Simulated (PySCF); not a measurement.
# Cost of excited-state runs on SMILES c1cc(F)c(C(F)(F)F)cc1, C7H4F4

Atom-mapped SMILES (the numbers label the heavy atoms): `[F:1][c:2]1[cH:3][cH:4][cH:5][cH:6][c:7]1[C:8]([F:9])([F:10])[F:11]`. Each H is labelled by its parent atom.

PySCF with density fitting, on 1 thread of an Intel Xeon Platinum 8488C, shared host. Command: `OMP_NUM_THREADS=1 python excited_run.py task.json out`

(1) How long does each of these runs take, and how much memory?
- first hyperpolarisability, CAM-B3LYP/aug-cc-pVDZ; usual settings
- excited states, wB97X-D/aug-cc-pVDZ; Tamm-Dancoff; spin-orbit couplings; 6 states; 5 triplets; quadratic response for 4 states
- excited states, CAM-B3LYP/aug-cc-pVDZ; two-photon moments; 8 states; quadratic response for 6 states; 0 triplets

Results:

(1) 
```
                      run                  level  basis functions  wall time  peak memory (GiB)
first hyperpolarisability  CAM-B3LYP/aug-cc-pVDZ              289      100 s                1.3
           excited states    wB97X-D/aug-cc-pVDZ              289       90 s                1.2
           excited states  CAM-B3LYP/aug-cc-pVDZ              289      120 s                1.2
```
Times from a shared host are rough.
